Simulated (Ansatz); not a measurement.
```yaml
crystal:
  periodic: [false, false, false]
  atoms:
    - {symbol: N, position_ang: [-1.083260, 0.087883, -1.198048]}
    - {symbol: Cd, position_ang: [0.355733, -0.236197, 0.153361]}
    - {symbol: O, position_ang: [1.840504, -0.770062, 1.322139]}
    - {symbol: H, position_ang: [-1.001346, 1.002959, -1.626284]}
    - {symbol: H, position_ang: [-2.007449, 0.049588, -0.783486]}
    - {symbol: H, position_ang: [1.937719, -0.198172, 2.086219]}
basis:
  gaussian: {orbitals: def2-SVP}
total_charge: -3
magnetization: {spin_polarized: true, initial_magnetization: 1}
hamiltonian: {xc: {name: HSE06}}
scf: {lower_state_search: full}
output: {forces: true}
```

```sh
$ ansatz run in.yaml --threads 2 --pin off --events-out ev --progress --plain --max-ram 22528MiB --backend cpu
```

Shortened log:

```
Functional definition: HSE06
758 factors; integrals over basis functions are off by at most 1.0e-3 eV
63 factors; integrals over basis functions are off by at most 3.4e-6 eV
mean field evaluation 1: about -8035.3045 eV, gradient 1.1e2 eV
mean field evaluation 2: about -8036.8514 eV, gradient 1.1e2 eV
mean field evaluation 4: about -8077.7202 eV, gradient 1.0e2 eV
mean field evaluation 8: about -8124.5788 eV, gradient 6.7e0 eV
mean field evaluation 16: about -8124.9967 eV, gradient 8.6e-1 eV
mean field evaluation 32: about -8125.0947 eV, gradient 1.5e-2 eV
mean field evaluation 128: about -8125.0449 eV, gradient 1.3e-6 eV
mean field -8125.09475690 eV, -298.5917249290 hartree, gradient 1.7e-7 eV, S^2 1.305172; 13 other end points of the search recorded, 0 dependent functions left out
reference -8125.09479651 eV, -298.5917263848 hartree; 21, 20 occupied and 53, 54 virtual orbitals, 758 factors
Total energy: -8125.09479651 eV, -298.5917263848 hartree
Atom 0 at    -1.083260     0.087883    -1.198048 Å, force    -1.248369    -0.645991    -2.220651 eV/Å
Atom 1 at     0.355733    -0.236197     0.153361 Å, force    -0.383130     0.690105     0.323029 eV/Å
Atom 2 at     1.840504    -0.770062     1.322139 Å, force     2.716877    -1.702477     1.315915 eV/Å
Atom 3 at    -1.001346     1.002959    -1.626284 Å, force     0.007085     0.883846    -0.227507 eV/Å
Atom 4 at    -2.007449     0.049588    -0.783486 Å, force    -0.789360     0.129517     0.439707 eV/Å
Atom 5 at     1.937719    -0.198172     2.086219 Å, force    -0.303104     0.645001     0.369508 eV/Å
Dipole moment:     0.037963     0.015007     0.062506 e Å
```

Problem. Something in this input is off. What?

Solution. The charge is far from anything that the molecule holds. The run converged. The result belongs to that input, not to the molecule as meant.

HSE06 is defined as in plane-wave codes.
